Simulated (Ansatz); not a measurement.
Start from `BrB1BC1` and change one atom or group to get `B1BC1`.

Ansatz, PBE0-D4/def2-TZVP geometries, multiplicity 1. 

Scalar relativity is left out up to krypton.

| property | `BrB1BC1` |
| --- | --- |
| HOMO energy (PBE0/def2-TZVPP) / eV | -7.56 |
| LUMO energy (PBE/def2-TZVPP) / eV | -1.84 |
| LUMO energy (PBE0/def2-TZVPP) / eV | -0.88 |
| size of the dipole moment (PBE/def2-TZVPP) / D | 1.94 |
| HOMO–LUMO gap (B3LYP/def2-TZVPP) / eV | 6.29 |
| HOMO energy (ωB97M-V/def2-TZVPP) / eV | -9.75 |

**Question.** What does the change do to each property? (An estimate is asked.)

**Answer.** Ansatz gave: 
| property | `B1BC1` | shift |
| --- | --- | --- |
| HOMO energy (PBE0/def2-TZVPP) / eV | -7.50 | 0.06 |
| LUMO energy (PBE/def2-TZVPP) / eV | -1.70 | 0.14 |
| LUMO energy (PBE0/def2-TZVPP) / eV | -0.70 | 0.18 |
| size of the dipole moment (PBE/def2-TZVPP) / D | 2.13 | 0.19 |
| HOMO–LUMO gap (B3LYP/def2-TZVPP) / eV | 6.39 | 0.10 |
| HOMO energy (ωB97M-V/def2-TZVPP) / eV | -9.74 | 0.01 |

With PBE0 the HOMO rises by 0.06 eV and the LUMO rises by 0.18 eV, so the gap widens by about 0.12 eV. PBE moves the HOMO by 0.06 eV and ωB97M-V by 0.01 eV. Dipoles are sizes alone; their direction can turn.

B3LYP here is the variant with VWN-RPA as its local correlation; programs differ in this.

Spin–orbit coupling is left out; it splits and shifts lone-pair levels of the heavy atoms by tenths of an eV.
